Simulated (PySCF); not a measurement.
# Radial density of Se (selenium, neutral)

PBE, [Ar] 3d10 4s2 4p4, high-spin 3P determinant. Computed with PySCF 2.14 in aug-cc-pVDZ-PP with ECP10MDF (5s4p3d, 32 functions), with a scalar-relativistic core potential. This is the valence pseudo-density: the core potential removes the inner electrons and smooths the orbitals near the nucleus.

| r (bohr) | 4πr²ρ (e/bohr) | 4πr²(ρα − ρβ) |
| --- | --- | --- |
| 0.000659 | 2.886e-05 | 0.0000 |
| 0.00111 | 8.153e-05 | 0.0000 |
| 0.00186 | 0.0002296 | 0.0000 |
| 0.00313 | 0.0006418 | 0.0000 |
| 0.00527 | 0.001754 | 0.0000 |
| 0.00887 | 0.004524 | 0.0000 |
| 0.0149 | 0.01017 | 0.0000 |
| 0.0251 | 0.01848 | 0.0000 |
| 0.0422 | 0.03460 | 0.0000 |
| 0.0710 | 0.1442 | 0.0001 |
| 0.119 | 1.139 | 0.0007 |
| 0.201 | 6.684 | 0.0162 |
| 0.338 | 23.96 | 0.1346 |
| 0.568 | 29.82 | 0.0897 |
| 0.955 | 8.792 | 0.1666 |
| 1.61 | 3.796 | 1.0050 |
| 2.70 | 1.592 | 0.6144 |
| 4.55 | 0.1748 | 0.0696 |
| 7.65 | 0.002035 | 0.0001 |

Energies and moments cover only the electrons outside the core potential.
